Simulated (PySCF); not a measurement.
**Calculated NMR parameters of C[C@@H]1OC(=O)[C@H]1C(F)(F)F**

```yaml
Formula: C5H5F3O2
SMILES: C[C@@H]1OC(=O)[C@H]1C(F)(F)F
InChI: InChI=1S/C5H5F3O2/c1-2-3(4(9)10-2)5(6,7)8/h2-3H,1H3/t2-,3-/m0/s1
Point_group_of_the_computed_structure: C1
Degrees_of_unsaturation: 2
Carbon_signals: 5
Proton_signals: 3
```

Bonds (- single, = double, # triple, : aromatic): C1-C2 1.511 Å, C2-O3 1.450 Å, O3-C4 1.345 Å, C4=O5 1.181 Å, C4-C6 1.541 Å, C6-C7 1.513 Å, C7-F8 1.338 Å, C7-F9 1.333 Å, C7-F10 1.347 Å, C6-C2 1.544 Å. C1 carries H11, H12, H13; C2 carries H14; C6 carries H15. Stereochemistry as in C[C@@H]1OC(=O)[C@H]1C(F)(F)F.

Computational details: GFN2-xTB structure, NMR shieldings at PBE0/pcSseg-1/GIAO, in PySCF (rapidly exchanging positions averaged, one computed conformer, no solvent, relativity neglected).

Referencing at the same level of theory: 1H (σ = 31.72 ppm), 13C (σ = 186.93 ppm) vs TMS; 19F (σ = 170.95 ppm) against CFCl3; 17O (σ = 336.08 ppm) vs H2O.

| carbon | δC, type | δH (multiplicity) | HMBC from (2–3 bonds) | span of the C tensor (ppm) |
| --- | --- | --- | --- | --- |
| C1 | 22.1, CH3 | 1.62 (d) | H14, H15 | 32 |
| C2 | 70.1, CH | 4.68 (m) | H15, H11/H12/H13 | 71 |
| C4 | 163.7, C | – | H14, H15 | 168 |
| C6 | 66.2, CH | 3.54 (m) | H14, H11/H12/H13 | 45 |
| C7 | 132.5, C | – | H14, H15 | 6 |

Other nuclei:
| atoms | nucleus | environment | δ (ppm) | σ (ppm) |
| --- | --- | --- | --- | --- |
| F8/F9/F10 | 19F | fluorine of a CF3 group | -83.2 | 254.2 |
| O5 | 17O | ester carbonyl oxygen | 441.0 | -104.9 |
| O3 | 17O | ester alkoxy oxygen | 305.0 | 31.1 |

Carbon types of the structure: 2 × C, 2 × CH, 1 × CH3, which accounts for all hydrogens. δC 163.7: ester carbonyl carbon; it is a carbonyl in resonance with an O or N lone pair, the region of acids, esters and amides. δC 132.5: CF3 carbon; 3 electronegative neighbours deshield it. δC 70.1: sp3 CH bonded to O; the inductive effect lowers its shielding. δC 66.2: sp3 CH α to a carbonyl. δC 22.1: methyl carbon; aliphatic region, no heteroatom directly attached.

Splittings by 19F in the carbon and heteronuclear signals aren't shown, as no couplings were computed. Shifts are as computed. Against solution values, carbons near 30 ppm lie about +3 ppm off and those near 130 ppm about +5 ppm. Of 1211 compounds with measured shifts, 218 miss one by over three times the rms of a fit or turn the order of signals round; such compounds aren't used in these exercises. Unscaled 19F shifts against computed CFCl3 carry errors that often reach 10 to 50 ppm. Unscaled 17O shifts of doubly bonded oxygen tend to come out too high, by tens of ppm or more. Experimental scales use liquid or dissolved standards, which lie at an offset from isolated H2O (liquid H2O: subtract about 36 ppm). No couplings were computed; multiplicities are counted from neighbouring protons, with m where these are inequivalent, close in shift, in a saturated or five-membered ring or joined by F or P, and br s for small geminal =CH2 splittings.
